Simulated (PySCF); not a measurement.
H₇NO₂Si₂, SMILES N[Si@H](O)O[SiH3]. Atoms are numbered in the order given.

```xyz
12

N     -2.1494     0.7001     0.5690
Si    -0.9596    -0.1152    -0.3562
O     -0.6079    -1.5800     0.3457
O      0.5203     0.6214    -0.4256
Si     2.0773     0.2709     0.0381
H     -1.9768     0.9479     1.5375
H     -2.7419     1.3882     0.1182
H     -1.4991    -0.2125    -1.7357
H     -1.3604    -2.0860     0.6641
H      2.1626     0.0712     1.5165
H      2.5838    -0.9529    -0.6504
H      2.9318     1.4331    -0.3399
```
Charge 0, spin multiplicity 1.

Geometry optimised at PBE0-D3(BJ)/def2-SVP. The structure was generated by enumeration; whether it is a known compound was not checked. One conformer was computed; it need not be the lowest.

All values below come from PBE0-D3(BJ)/def2-SVP (PySCF).

Frequencies are harmonic and unscaled.

Computed vibrational spectrum:
```
mode  ν (cm⁻¹)  IR (km/mol)  Raman (Å⁴/amu)  depolarisation  moving atoms (share of kinetic energy)
----  --------  -----------  --------------  --------------  --------------------------------------
1           40          4.7             0.1            0.64         O 40 %, H 23 %, N 20 %, Si 16 %
2           78          4.6             0.2            0.61                 O 51 %, Si 31 %, H 16 %
3           90          0.6             0.1            0.74                                  H 91 %
4          196          2.5             1.3            0.67                  H 59 %, O 22 %, N 15 %
5          229         65.1             2.6            0.75                   H 77 %, N 11 %, O 8 %
6          283         26.8             2.0            0.66         H 41 %, O 29 %, Si 20 %, N 10 %
7          374         81.8             2.0            0.72         H 52 %, O 21 %, Si 15 %, N 12 %
8          378          1.1             1.6            0.66                 O 44 %, H 29 %, Si 27 %
9          432        223.1             1.6            0.22                          H 65 %, N 30 %
10         618          8.4            12.3            0.26                 Si 47 %, H 26 %, O 22 %
11         722         23.7            15.1            0.75                          H 85 %, Si 9 %
12         742         32.0             6.6            0.55                  H 78 %, O 11 %, Si 9 %
13         755         63.0             4.6            0.64           H 72 %, N 10 %, Si 9 %, O 9 %
14         796        180.7             3.8            0.71                          H 84 %, O 13 %
15         825         32.9             9.9            0.37                   H 46 %, O 38 %, N 8 %
16         887         62.6             5.4            0.66                 H 39 %, N 35 %, Si 23 %
17         915        292.8             2.1            0.72                 H 66 %, Si 20 %, O 13 %
18         950         77.1            20.5            0.75                                  H 91 %
19         953         76.5            24.7            0.75                                  H 95 %
20         967        297.3             2.4            0.73          H 47 %, Si 32 %, O 12 %, N 9 %
21         998        310.5            15.2            0.75                         H 76 %, Si 17 %
22        1085        408.4             3.5            0.71                 O 70 %, Si 18 %, H 11 %
23        1542         65.2             5.8            0.73                          H 89 %, N 11 %
24        2232        129.6           107.4            0.27                                  H 97 %
25        2241        116.0           115.5            0.27                                  H 97 %
26        2249        132.5           153.2            0.22                                  H 97 %
27        2281        152.0           136.8            0.15                                  H 97 %
28        3610         33.7           118.9            0.11                                  H 96 %
29        3710         37.5            70.2            0.74                           H 91 %, N 9 %
30        3941        100.8            97.6            0.28                                  H 94 %
```
